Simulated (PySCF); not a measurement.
## In⁺ (indium, charge +1) across methods

[Kr] 4d9 5s2 5p1, one real determinant (an excited configuration). All numbers are calculated (PySCF 2.14, scalar relativity by spin-free X2C-1e, in x2c-QZVPPall (13s9p7d4f1g, 112 functions)).

```csv
method,E (hartree),mean ε 5s α (eV),mean ε 5s β (eV),mean ε 5p α (eV),Σ⟨r²⟩ (bohr²),⟨S²⟩
LDA,-5874.27,-17.997,-17.192,-10.808,45.90,2.001
PBEsol,-5876.92,-17.757,-16.831,-10.748,45.94,2.002
PBE,-5879.69,-17.689,-16.784,-10.749,46.07,2.002
UHF,-5877.46355,-21.538,-19.124,-14.190,46.77,2.012
M06-L,-5879.99,-17.578,-16.626,-10.605,45.96,2.003
PBE0,-5879.76,-18.862,-17.632,-11.759,46.05,2.004
B3LYP,-5880.17,-18.676,-17.695,-11.482,46.14,2.002
```

Q: Estimate the same row for r2SCAN.

A: E (hartree) = -5880.10; mean ε 5s α (eV) = -17.982; mean ε 5s β (eV) = -16.920; mean ε 5p α (eV) = -11.065; Σ⟨r²⟩ (bohr²) = 45.97; ⟨S²⟩ = 2.005.

⟨L²⟩ = 8.00 against 12 for a pure F term, so this real determinant mixes terms.
